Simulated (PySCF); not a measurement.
PySCF 2.14 output of a UHF calculation on a single atom or ion in cc-pVTZ (7s6p4d2f1g, 68 functions), with no relativity, point nucleus:

```
SCF conv_tol = 1e-09
number electrons alpha = 13  beta = 10
cycle= 1 E= -942.891805735284  delta_E= -0.0068  |g|= 0.0301  |ddm|= 0.0415
cycle= 2 E= -942.891994858131  delta_E= -0.000189  |g|= 0.00532  |ddm|= 0.00921
cycle= 3 E= -942.89200170172  delta_E= -6.84e-06  |g|= 0.000446  |ddm|= 0.0138
cycle= 4 E= -942.892001830944  delta_E= -1.29e-07  |g|= 0.000206  |ddm|= 0.00229
cycle= 5 E= -942.892001860209  delta_E= -2.93e-08  |g|= 3.36e-05  |ddm|= 0.00193
cycle= 6 E= -942.89200186172  delta_E= -1.51e-09  |g|= 4.19e-06  |ddm|= 0.000408
cycle= 7 E= -942.892001861778  delta_E= -5.78e-11  |g|= 1.44e-06  |ddm|= 6.67e-05
converged SCF energy = -942.892001861778  <S^2> = 3.7623355  2S+1 = 4.006163
```

The run itself started from symmetry-adapted Hartree-Fock orbitals and held the occupation by maximum overlap, so the iterations belong to that start.

Question: Which element, charge and spin multiplicity is this?

Answer: V (vanadium, neutral), multiplicity 4; the state was [Ar] 3d3 4s2, high-spin 4F determinant.
